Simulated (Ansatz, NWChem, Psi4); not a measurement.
TlF (SMILES [F][Tl]): the energy, rung by rung

The species is TlF (2 atoms), meant as a singlet with charge 0. As SMILES, `[F][Tl]`. The bond length is the measured one.

| atom | x (Å) | y (Å) | z (Å) |
| --- | --- | --- | --- |
| F | 0.0000 | 0.0000 | 0.0000 |
| Tl | 0.0000 | 0.0000 | 2.0844 |

Each level gives the energy change with the F1–Tl2 bond stretched from 2.084 to 2.710 Å (eV). The values are calculated.

| level | kind | program | value (eV) |
| --- | --- | --- | --- |
| PBE0/def2-TZVPPD (core potential) (restricted) | global hybrid | NWChem | 1.09 |
| r2SCAN0/def2-TZVPPD (core potential) (restricted) | hybrid meta-GGA | Ansatz | 1.18 |
| CAM-B3LYP/def2-TZVPPD (core potential) (restricted) | range-separated hybrid | Ansatz | 1.10 |
| wB97X/def2-TZVPPD (core potential) (restricted) | range-separated hybrid | Psi4 | 1.10 |
| B2PLYP/def2-TZVPPD (core potential, density fitting for correlation) (restricted) | double hybrid | Psi4 | 1.02 |
| RPA@PBE/def2-TZVPPD (core potential) (restricted) | RPA | Ansatz | 0.95 |
| RPA@PBE0/def2-TZVPPD (core potential) (restricted) | RPA | Ansatz | 1.01 |
| CCSD/def2-TZVPPD (core potential) (restricted) | coupled cluster or CI | Ansatz | 1.09 |

The first shape isn't each level's own minimum. The values span 0.95 to 1.18 eV.
